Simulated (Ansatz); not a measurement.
Geometry optimisation, RHF/def2-SVP (Ansatz).

Input file:

```yaml
crystal:
  periodic: [false, false, false]
  atoms:
    - { symbol: B, position_ang: [0.0, 0.0, 0.0] }
    - { symbol: Cl, position_ang: [0.0, 0.0, 2.21] }
    - { symbol: Cl, position_ang: [1.6108, 0.0, -0.93] }
    - { symbol: F, position_ang: [-1.1431, 0.0, -0.66] }
    - { symbol: O, position_ang: [0.3597, -1.5824, 0.5392] }
    - { symbol: C, position_ang: [-0.3289, -2.7567, 0.1352] }
    - { symbol: H, position_ang: [0.4065, -3.5468, -0.1241] }
    - { symbol: H, position_ang: [-0.9751, -3.1114, 0.965] }
    - { symbol: H, position_ang: [-0.957, -2.5313, -0.7518] }
    - { symbol: H, position_ang: [0.2668, -1.1738, 1.6085] }
basis:
  gaussian: { orbitals: def2-SVP }
hamiltonian:
  xc: hf
relax:
  f_tol: 0.15
  max_steps: 25
  restrain:
    - { distance: [0, 4], at: 1.41, k: 30.0 }
    - { distance: [9, 1], at: 1.37, k: 30.0 }
    - { distance: [0, 1], at: 3.06, k: 30.0 }
    - { distance: [9, 4], at: 2.21, k: 30.0 }
```

Launched with:

```bash
$ ansatz run input.yaml --threads 2 --pin off --max-ram 3072MiB --backend cpu --events-out ev --progress --plain --runs-dir out
```

Question: Where does it end, and by what steps?

Answer: The forces met the threshold. The restraints hold the end off the free minimum; the threshold counts their pulls, which the force column leaves out. Restrained pairs: B1–O5 (1.71 → 1.37 Å), Cl2–H10 (1.35 → 1.32 Å), B1–Cl2 (2.21 → 3.07 Å), O5–H10 (1.15 → 2.21 Å). After 10 steps the energy has fallen by 3.952 eV (the restraints' own energy left out); Cl3 moved furthest, 0.77 Å.

```tsv
step	energy less start (eV)	largest force component (eV/Å)	accepted
0	0.0000	5.954	yes
1	-0.9967	6.496	yes
2	-2.1673	5.691	yes
3	-3.0746	2.020	yes
4	-3.6374	2.038	yes
5	-3.7617	1.784	yes
6	-3.9062	1.204	yes
7	-3.9196	1.203	yes
8	-3.8877	1.738	no
9	-3.9279	1.395	yes
10	-3.9517	1.260	yes
```

```xyz
10
Properties=species:S:1:pos:R:3
B 0.196 -0.489 -0.448
Cl -0.123 -0.053 2.573
Cl 1.467 0.709 -0.666
F -1.032 -0.202 -0.803
O 0.516 -1.734 0.010
C -0.434 -2.775 0.048
H 0.109 -3.715 0.079
H -1.056 -2.687 0.938
H -1.073 -2.759 -0.833
H 0.671 -0.997 2.093
```

The run took 22 s on 2 threads of Arm Neoverse V2 (shared host), peak memory 0.25 GiB.
